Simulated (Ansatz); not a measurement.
Relaxation of GeH₄O₂ (7 atoms, charge 0, multiplicity 1), to a largest force component of 0.03 eV/Å in at most 50 steps.

Method: RKS PBE-D4/def2-TZVP (Ansatz 0.2.0).

```xyz
7
Properties=species:S:1:pos:R:3:forces:R:3
Ge -0.855 0.252 0.313 0.20 -0.02 0.01
H 1.516 -0.225 1.631 0.45 0.14 -0.42
O 2.047 0.022 0.835 -0.70 -0.22 0.38
H 2.079 -0.802 0.311 -0.01 0.08 0.02
H -0.582 1.101 -1.024 0.02 -0.01 -0.01
O -0.886 -1.336 -0.602 0.01 0.01 0.03
H -1.126 -2.055 0.009 0.03 0.03 -0.01
```

Where does it end, and by what steps?

The run converged. After 9 steps the energy has fallen by 0.277 eV; H4 moved furthest, 0.70 Å.

```csv
step,energy less start (eV),largest force component (eV/Å),accepted
0,0.0000,0.701,yes
1,-0.0461,1.454,yes
2,-0.1055,1.752,yes
3,-0.2023,0.675,yes
4,-0.2480,0.296,yes
5,-0.2589,0.251,yes
6,-0.2663,0.195,yes
7,-0.2746,0.174,yes
8,-0.2763,0.066,yes
9,-0.2769,0.021,yes
```

```xyz
7
Properties=species:S:1:pos:R:3
Ge -0.737 0.320 0.358
H 1.659 -0.311 1.614
O 1.525 0.016 0.706
H 1.397 -0.795 0.156
H -0.253 1.106 -0.959
O -0.492 -1.344 -0.475
H -0.906 -2.033 0.072
```

Whether the end is a true minimum wasn't checked by a vibrational analysis.

Time of the run: 3.8 s on 4 threads of AMD EPYC 9R45 96-Core Processor (Zen 5) (shared host), peak memory 0.24 GiB.
